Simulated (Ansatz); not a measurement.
`[CH3][Al]([Cl])[Br]` + `[F][Sn]([F])([F])[SH]` → `[CH3][Al]([SH])[Cl]` + `[F][Sn]([F])([F])[Br]`  (redistribution)

Program: Ansatz. Geometries: PBE0-D4/def2-TZVP. ΔE: electronic, gas phase. CCSD(T)/CBS is the MP2 limit (def2-TZVPP, def2-QZVPP) plus CCSD(T) − MP2 in def2-TZVPP, frozen cores. Functionals use def2-TZVPP. HSE06 is defined as in plane-wave codes. def2 core potentials past Kr. For Br, Sn outer-core shells are correlated without core-valence functions, which leaves a few kJ/mol of doubt a bond. Scalar relativity is left out up to krypton. Each species was taken in one conformer, which may not be the lowest.

`[CH3][Al]([Cl])[Br]`:

Cartesian coordinates in Å:
```
C -0.395 0.855 -0.294
Al 0.362 -0.825 0.278
Cl -0.789 -2.571 0.306
Br 2.501 -1.019 0.946
H 0.335 1.665 -0.248
H -0.764 0.775 -1.321
H -1.251 1.120 0.333
```

`[F][Sn]([F])([F])[SH]`:

Cartesian coordinates in Å:
```
F 1.839 0.815 0.059
Sn 0.317 -0.274 -0.212
F 0.557 -1.133 -1.877
F 0.485 -1.614 1.112
S -1.720 0.886 -0.167
H -1.478 1.319 1.085
```

`[CH3][Al]([SH])[Cl]`:

```xyz
8

C     1.034   -0.456    0.823
Al   -0.518    0.038   -0.217
S    -0.435    1.569   -1.762
Cl   -2.374   -0.894    0.104
H     1.255   -1.521    0.705
H     1.919    0.112    0.528
H     0.855   -0.282    1.888
H    -1.737    1.434   -2.069
```

`[F][Sn]([F])([F])[Br]`:

```xyz
5

F    -1.736   -0.079   -0.780
Sn   -0.037   -0.021    0.032
F    -0.235    0.972    1.621
F     0.371   -1.786    0.550
Br    1.637    0.913   -1.423
```

| level | ΔE (kJ/mol) | difference from CCSD(T)/CBS |
| --- | --- | --- |
| LDA (SPW92) | 19.8 | -0.3 |
| revPBE-D4 | 17.7 | -2.4 |
| PBE0-D4 | 19.0 | -1.1 |
| CAM-B3LYP-D4 | 20.1 | 0.0 |
| B2PLYP | 20.6 | 0.5 |
| r2SCANh | 19.1 | -1.0 |
| HSE06 | 19.1 | -1.0 |
| BHLYP | 20.4 | 0.3 |
| CAM-B3LYP | 20.2 | 0.1 |
| HF/def2-SVP | 23.5 | 3.4 |
| MP2/def2-SVP | 21.1 | 1.0 |
| CCSD(T)/def2-SVP | 20.7 | 0.6 |
| CCSD/def2-TZVPP | 21.6 | 1.5 |
| HF/def2-QZVPP | 18.8 | -1.3 |
| SCS-MP2/def2-QZVPP | 21.1 | 1.0 |
| CCSD/CBS(def2) | 20.3 | 0.2 |
| CCSD(T)/CBS | 20.1 | 0 |

Largest T1 diagnostic among the species: 0.015.

Leaving LDA and LC-ωPBE aside and taking each functional with its dispersion term where it has one, the values, not all of them listed here, spread over 4.3 kJ/mol, from B97M-V to B2PLYP.
